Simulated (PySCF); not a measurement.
K: excitation energy

K [Ar] 4s1 (2S) → K [Ar] 4p1 (2P), as a difference of total energies. Calculation: PySCF 2.14, in x2c-TZVPPall; the spin-free X2C one-electron Hamiltonian (Gaussian nucleus). Correlated levels: valence and next inner shell: [Ne] frozen. The calculations carry no spin-orbit coupling.

```json
{"method": "UHF", "excitation energy (eV)": "1.780"}
{"method": "MP2 (valence and next inner shell)", "excitation energy (eV)": "1.868"}
{"method": "SCS-MP2 (valence and next inner shell)", "excitation energy (eV)": "1.846"}
{"method": "CCSD (valence and next inner shell)", "excitation energy (eV)": "1.865"}
{"method": "CCSD(T) (valence and next inner shell)", "excitation energy (eV)": "1.869"}
{"method": "CCSDT (valence and next inner shell)", "excitation energy (eV)": "1.869"}
```

Q: How much does correlation contribute at CCSD(T) (valence and next inner shell)?

A: 1.869 − (1.780) = 0.089 eV, measured against UHF.

Errors of the correlated levels include the incompleteness of this basis and the frozen core.

The basis was made for the ground configuration and has no added diffuse functions, so the excitation energy can come out too high.

For comparison: 1.615 eV (measured; NIST levels, between the centres of gravity of the two terms).
